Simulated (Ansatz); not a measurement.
The first iterations of a band of C2H11NOSi2 (17 atoms, charge 0, multiplicity 1).

Computed with RKS PBE0-D4/STO-3G (Ansatz 0.2.0).

```yaml
movable_images: 4
climbing_image: no
spring: 5.0 eV/Å²
optimiser: quadratic models (default)
start_path: IDPP
force_threshold: 0.05 eV/Å
iteration_limit: 60
end_points: relaxed
```

First end point:

```xyz
17
Properties=species:S:1:pos:R:3
C 1.594 0.428 -0.279
C 1.029 -0.986 0.041
O 1.821 -2.068 -0.547
Si -0.752 -1.167 -0.597
Si -1.955 0.641 0.011
N -0.897 1.736 0.956
H 2.599 0.551 0.148
H 1.662 0.584 -1.363
H 0.915 1.188 0.154
H 1.010 -1.082 1.150
H 2.751 -1.867 -0.174
H -0.728 -1.286 -2.037
H -1.334 -2.378 -0.064
H -2.393 1.409 -1.132
H -3.148 0.268 0.751
H -1.382 2.657 1.085
H -0.811 1.372 1.935
```

Last end point:

```xyz
17
Properties=species:S:1:pos:R:3
C 1.601 0.709 -0.935
C 1.195 -0.571 -0.145
O 2.029 -1.719 -0.501
Si -0.611 -1.070 -0.469
Si -2.029 0.533 0.259
N -1.871 1.025 1.968
H 2.649 0.974 -0.734
H 1.491 0.553 -2.016
H 0.976 1.565 -0.646
H 1.309 -0.332 0.936
H 2.968 -1.368 -0.299
H -0.775 -1.292 -1.888
H -0.853 -2.323 0.208
H -1.840 1.734 -0.523
H -3.392 0.084 0.090
H -0.880 1.316 2.153
H -1.986 0.181 2.581
```

| iteration | highest image above the first end (eV) | largest band force component (eV/Å) |
| --- | --- | --- |
| 1 | 0.273 | 1.468 |
| 2 | 0.194 | 0.597 |

Task: Does the band converge within its limit, and where does its top end?

Result: It converged. It ended after 6 iterations with the highest image 0.091 eV above the first end. No image climbed, so the highest image needn't sit at the top of the path. A band with more images between the same ends climbed to 0.21 eV, so this one has probably stepped over the top. Limits of this set-up: minimal basis.

The run took 2 min on 1 thread of Intel(R) Xeon(R) Platinum 8223CL CPU @ 3.00GHz (Skylake/Cascade Lake), with other jobs on the host, peak memory 0.16 GiB.
